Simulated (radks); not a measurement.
Problem. The mean radii <r> (bohr) of the occupied orbitals of an atom or ion are listed with their occupations. Calculated with a radial shooting solver on a logarithmic mesh with Libxc functionals: Dirac Kohn-Sham, PBE, spin-unpolarised, spherical densities, finite nucleus; Fermi nuclear charge, rms radius of each element as measured or else 0.836 A^(1/3) + 0.57 fm.

| orbital | occ. | <r> |
|---|---|---|
| 1s1/2 | 2 | 0.01606 |
| 2s1/2 | 2 | 0.06692 |
| 2p1/2 | 2 | 0.05488 |
| 2p3/2 | 4 | 0.06380 |
| 3s1/2 | 2 | 0.1740 |
| 3p1/2 | 2 | 0.1644 |
| 3p3/2 | 4 | 0.1807 |
| 3d3/2 | 4 | 0.1570 |
| 3d5/2 | 6 | 0.1619 |
| 4s1/2 | 2 | 0.3842 |
| 4p1/2 | 2 | 0.3853 |
| 4p3/2 | 4 | 0.4198 |
| 4d3/2 | 4 | 0.4246 |
| 4d5/2 | 6 | 0.4356 |
| 5s1/2 | 2 | 0.8546 |
| 4f5/2 | 6 | 0.4508 |
| 4f7/2 | 8 | 0.4571 |
| 5p1/2 | 2 | 0.9130 |
| 5p3/2 | 4 | 1.005 |
| 5d3/2 | 4 | 1.275 |
| 5d5/2 | 6 | 1.323 |
| 6s1/2 | 2 | 2.256 |
| 6p1/2 | 1 | 2.786 |

Name the element and its charge. Open shells, if any, fill j = l - 1/2 first.

Solution. Z = 82, lead, charge +1: Pb+ in [Hg] 6p1. The 1s radius gives Z: for a bare nucleus <r> = (2 gamma + 1)/(2Z) with gamma = sqrt(1 - (Z/c)^2), 0.01587 bohr for Z = 82, and screening makes it slightly larger (0.01606 here). The occupations add up to 81, and the charge is Z minus that.
